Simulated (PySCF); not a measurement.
Isomers C₅H₁₁FO₂Si:

A. `C=CC[Si](F)(OC)OC`
B. `CC(C)OC(=O)[SiH2]CF`
C. SMILES CC(C)(C)OC(=O)[SiH2]F

Spectrum 1. 1H NMR (500 MHz, computed): δ 5.05 (m, 2H), 1.63 (s, 9H). 13C{1H} NMR (computed): δ 184.7 (C), 83.0 (C), 29.3 (CH3).

Spectrum 2. 1H NMR (500 MHz, computed): δ 5.34 (sept, 1H), 5.25 (m, 2H), 4.49 (m, 2H), 1.30 (d, 6H). 13C{1H} NMR (computed): δ 186.4 (C), 76.9 (CH2), 69.0 (CH), 23.7 (CH3).

Spectrum 3. 1H NMR (500 MHz, computed): δ 6.30 (m, 1H), 5.49 (m, 1H), 5.22 (m, 1H), 3.98 (s, 6H), 1.83 (m, 2H). 13C{1H} NMR (computed): δ 143.6 (CH), 121.6 (CH2), 54.4 (CH3), 26.4 (CH2).

Isolated molecule, non-relativistic, averaged over atoms made equivalent by symmetry, fast rotation or ring inversion, one conformer. GFN2-xTB geometry; σ from GIAO-PBE0/pcSseg-1; PySCF 2.14.0 with density-fitted response routines.

δ = σ(ref) − σ, references computed at the same level: 1H (31.72 ppm), 13C (186.93 ppm) vs TMS. Splittings of carbon signals by F and P are missing where no couplings were computed. Where no couplings were computed, multiplicities follow the n + 1 count of equivalent neighbours, and m marks all less simple cases (inequivalent or close neighbours, rings, F or P nearby). Shifts are as computed. Against solution values, carbons near 30 ppm lie about +3 ppm off and those near 130 ppm about +5 ppm. Of 1211 compounds with measured shifts, 218 miss one by over three times the rms of a fit or turn the order of signals round; such compounds aren't used in these exercises.

Match each spectrum to its structure.

Answers

1–C, 2–B, 3–A.

- Spectrum 1 (C): 3 13C signals; δC 83.0 is a fully substituted sp3 carbon bonded to O; δC 29.3 is a methyl carbon.
- Spectrum 2 (B): 4 13C signals; δC 76.9 is an sp3 CH2 bonded to F and Si; δC 69.0 is an sp3 CH bonded to O.
- Spectrum 3 (A): 4 13C signals; δC 143.6 is an alkene CH; δC 121.6 is a terminal =CH2 carbon.
